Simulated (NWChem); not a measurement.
C3H2Cl2; SMILES C=C=C(Cl)Cl

```xyz
7

C      0.0000     0.0000     2.6482
C      0.0000     0.0000     1.3323
C      0.0000     0.0000     0.0143
Cl     0.0000     1.4725    -0.9190
Cl     0.0000    -1.4725    -0.9190
H     -0.9418     0.0000     3.2270
H      0.9418     0.0000     3.2270
```
Atoms are numbered in this order, from 1.

Level: PBE-D3(BJ)/def2-SVP (NWChem), optimised geometry, unscaled harmonic frequencies. 

| frequency (cm⁻¹) | IR intensity (km/mol) |
|---|---|
| 147 | 0.4 |
| 216 | 3.5 |
| 269 | 1.0 |
| 446 | 0.0 |
| 510 | 1.3 |
| 518 | 19.7 |
| 572 | 0.0 |
| 841 | 153.4 |
| 865 | 77.2 |
| 956 | 0.0 |
| 1193 | 50.8 |
| 1400 | 24.8 |
| 2019 | 15.5 |
| 3039 | 4.1 |
| 3122 | 0.1 |

| Item | Result |
|---|---|
| zero-point energy | 23.0 kcal/mol |
| thermal correction to the enthalpy at 298.15 K (with zero-point energy) | 27.1 kcal/mol |
| heat capacity Cv | 18.2 cal/(mol K) |
| entropy at 298.15 K and 1 atm (symmetry number 2) | 75.5 cal/(mol K) |
| dipole moment | 1.59 D |

Rigid rotor and harmonic oscillator.
